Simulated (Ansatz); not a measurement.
Cartesian coordinates in Å:
```
O 0.313 0.763 -0.917
In -0.405 -0.772 0.151
Br -0.066 -0.664 2.628
H 0.158 0.674 -1.862
```

Total charge 0; spin multiplicity 2. In takes the def2 core potential.

Question: List the PBE0/def2-TZVPP orbital energies in eV (Ansatz 0.2.0). (Estimate.)

Answer: Computed: α occupied: -13149.74, -1704.63, -1535.19, -1535.13, -1535.12, -522.65, -238.46, -178.82, -178.63, -178.62, -129.00, -85.41, -85.29, -85.15, -72.31, -72.26, -72.25, -72.10, -72.10, -27.42, -22.35, -21.99, -21.95, -21.89, -21.74, -20.64, -13.44, -11.11, -9.85, -9.05, -8.37, -8.36, -6.68. α empty: -1.75, -0.24, -0.16, 1.95, 1.98, 2.61, 2.80, 4.07. β occupied: -13149.72, -1704.62, -1535.15, -1535.12, -1535.11, -522.47, -238.43, -178.75, -178.62, -178.61, -128.93, -85.36, -85.23, -85.12, -72.26, -72.22, -72.21, -72.10, -72.10, -26.99, -22.21, -21.88, -21.82, -21.81, -21.59, -20.41, -13.22, -10.48, -9.01, -8.91, -8.28, -8.24. β empty: -3.99, -1.22, 0.14, 0.21, 2.15, 2.34, 2.82, 3.15. ⟨S²⟩ = 0.755.
